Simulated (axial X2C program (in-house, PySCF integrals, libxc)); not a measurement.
Low determinants of ZrBr at the PBE0 level, without spin–orbit coupling

Computed with an in-house all-electron X2C program for linear molecules (integrals from PySCF). Spin-free means the one-electron spin-free X2C Hamiltonian. Basis: Zr dyall-cv3z [11s12p9d6f3g], Br dyall-cv3z [8s9p6d4f1g] (cores contracted in-house); Gaussian nuclei, density fitting, unrestricted open shells. Masses: Zr 89.905 u, Br 78.918 u.

Search at 2.487 Å (vertical energies from the lowest determinant):

| ΔE (eV) | state | electrons beyond evenly filled partner blocks | electrons in σ, π, δ, φ |
| --- | --- | --- | --- |
| 0.00 | M_S = 3/2, Λ = 0 | σα, δ+α, δ-α | 33 32 10 0 |
| 0.14 | M_S = 3/2, Λ = 3 | σα, π+α, δ+α | 33 33 9 0 |
| 0.24 | M_S = 3/2, Λ = 1 | σα, π-α, δ+α | 33 33 9 0 |
| 0.39 | M_S = 1/2, Λ = 2 | δ+α | 34 32 9 0 |
| 0.54 | M_S = 3/2, Λ = 0 | σα, π+α, π-α | 33 34 8 0 |
| 0.62 | M_S = 3/2, Λ = 2 | 2 × σα, δ+α | 34 32 9 0 |
| 0.80 | M_S = 1/2, Λ = 1 | σα, π-β, δ+α | 33 33 9 0 |

Lowest determinant, M_S = 3/2, Λ = 0 (beyond evenly filled blocks: σα, δ+α, δ-α): Re = 2.477 Å, ωe = 275.9 cm⁻¹.

The determinant in row 2 of the search, M_S = 3/2, Λ = 3 (beyond evenly filled blocks: σα, π+α, δ+α), was followed along the bond at PBE0; measured from the minimum of the lowest determinant it gives:

Te = 0.137 eV (1104 cm⁻¹), Re = 2.510 Å, ωe = 265.5 cm⁻¹.

(1) Compare the bond of the determinant in row 2 with that of the lowest one.

The search compares states at one distance, so a state with another bond length can lie lower; it is not exhaustive and yields mostly the lowest determinant of each block pattern, so other components and higher states of one pattern are missing. These are energies of single determinants, not of spin-adapted states; PBE0 term energies can be off by some tenths of an eV, and the functional has no current term. The lowest determinant need not be the ground state where others lie within half an eV.

Results:

(1) At PBE0 its Re is 0.033 Å longer and its force constant, which goes as ωe², is 0.93 times that of the lowest determinant. T0 ≈ Te + Δωe/2 = 1104 + (-5) = 1099 cm⁻¹.
